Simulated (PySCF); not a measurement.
C₈H₇F₃O.
SMILES: `O=C([C@@H]1[C@H]2C=CC[C@H]21)C(F)(F)F`

The closed-shell ground state was solved at several levels (PySCF, density fitting, gas phase, non-relativistic). Geometry: PBE0-D3(BJ)/def2-SVP, one conformer, isolated molecule.

```tsv
level	basis functions	HOMO (eV)	LUMO (eV)	gap (eV)	dipole (D)
PBE0/def2-SVPD	308	-7.31	-1.68	5.63	3.76
B97-2/pcSseg-2	530	-7.02	-1.66	5.36	3.69
PBE0/pcSseg-1	239	-7.28	-1.58	5.70	3.56
```

Task: Estimate the row for B3LYP/pcJ-1, a basis of 394 functions; the other rows only guide the guess.

Result: HOMO -7.05 eV, LUMO -1.78 eV, gap 5.27 eV, dipole 3.58 D.

Task: Over all these levels, which gives the widest orbital gap and which the narrowest?

Result: PBE0/pcSseg-1 (global hybrid, 25 % exact exchange) has the widest, 5.70 eV, and B3LYP/pcJ-1 (global hybrid, 20 % exact exchange) the narrowest, 5.27 eV. Functional and basis both differ between the two, so the spread mixes both effects.

Task: How far do the dipole and the HOMO energy spread over the levels?

Result: The dipole runs from 3.56 to 3.76 D (mean 3.65 D) and the HOMO from -7.31 to -7.02 eV.
